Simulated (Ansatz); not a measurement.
Relaxing a trial structure of BFH4OSi

The starting geometry of this gas-phase singlet is a saddle point at B3LYP-D3(BJ)/def2-SVP, pushed by 0.25 Å along its imaginary mode; its bonds are those of `FBO[SiH3]`.

```xyz
8

B     1.6887   -0.8749   -2.6352
F     2.9556   -0.9409   -2.2427
O     0.7097   -0.7155   -1.7194
Si    0.5566   -0.5576   -0.0362
H     1.4313   -0.9423   -3.8048
H     0.1837    0.8669    0.2532
H     1.8567   -0.9271    0.6341
H    -0.5525   -1.4970    0.3812
```

Problem. Where would you expect an optimisation with B3LYP-D3(BJ)/def2-SVP to take it?

Solution. It keeps its bonds, and is `FBO[SiH3]`.

The energy falls by 0.03 eV over 29 steps:

| step | E − E(last) (eV) |
| --- | --- |
| 1 | 0.026 |
| 4 | 0.007 |
| 7 | 0.007 |
| 10 | 0.006 |
| 13 | 0.005 |
| 17 | 0.004 |
| 20 | 0.001 |
| 23 | 0.000 |
| 26 | 0.000 |
| 29 | 0.000 |

Final geometry (Å):

```json
{"atom": "B", "x (Å)": "1.6595", "y (Å)": "-0.8334", "z (Å)": "-2.6202"}
{"atom": "F", "x (Å)": "2.7747", "y (Å)": "-0.1740", "z (Å)": "-2.2989"}
{"atom": "O", "x (Å)": "0.7179", "y (Å)": "-1.0487", "z (Å)": "-1.6861"}
{"atom": "Si", "x (Å)": "0.5805", "y (Å)": "-0.6542", "z (Å)": "-0.0495"}
{"atom": "H", "x (Å)": "1.5194", "y (Å)": "-1.2247", "z (Å)": "-3.7491"}
{"atom": "H", "x (Å)": "0.6165", "y (Å)": "0.8237", "z (Å)": "0.1170"}
{"atom": "H", "x (Å)": "1.6887", "y (Å)": "-1.2865", "z (Å)": "0.7155"}
{"atom": "H", "x (Å)": "-0.7274", "y (Å)": "-1.1908", "z (Å)": "0.4015"}
```

Frequencies at the end are all real (lowest 53 cm⁻¹). Run with Ansatz 0.2.0, 58 s on 2 threads of Intel(R) Xeon(R) Processor @ 2.70GHz, on a shared host.
